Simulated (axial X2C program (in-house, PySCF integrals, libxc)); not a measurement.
Estimating the spin–orbit splitting of the π levels of CaI⁺

All values were computed with an in-house relativistic program for diatomic molecules. Spin-free means the one-electron spin-free X2C Hamiltonian; two-component (2c) means X2C with spin–orbit coupling and atomic mean-field two-electron Coulomb and Gaunt terms, so the difference of the two also holds small scalar two-electron terms. Basis: I dyall-cv3z [11s12p8d4f1g], Ca dyall-cv3z [11s12p6d4f] (cores contracted in-house); Gaussian nuclei, density fitting, unrestricted open shells. Masses: I 126.904 u, Ca 39.963 u.

Hartree–Fock at 2.690 Å, closed shell. Valence p splittings ε(p3/2) − ε(p1/2) of spherical Dirac–Hartree–Fock atoms with fractionally filled p shells: I 5p 1.126 eV.

```json
{"filled π level (eV), spin-free": "-13.58", "Ca p share": "0.04", "I p share": "0.85"}
```

Task: In first order a p shell splits by 3ζ/2 and a π orbital by ζ. Estimate the splitting of each π level from the shares.

Result: level -13.58 eV: (2/3) × (0.85 × 1.126) = 0.64 eV.

The two-component Hartree–Fock calculation gives:

| ε(ω = 1/2) (eV) | σ share of it | ε(ω = 3/2) (eV) | splitting (eV) | estimate (eV) |
| --- | --- | --- | --- | --- |
| -13.662 | 0.27 | -13.239 | 0.42 | 0.64 |

The estimate leaves out the mixing of π1/2 with σ1/2 levels, which pushes the ω = 1/2 spinor up or down, the d and f parts of the orbital, small shares of the strongly split outer-core p shell of a metal, the Gaunt term (absent from the atomic values), and the change of the atomic p orbitals with charge; Löwdin shares depend on the basis.
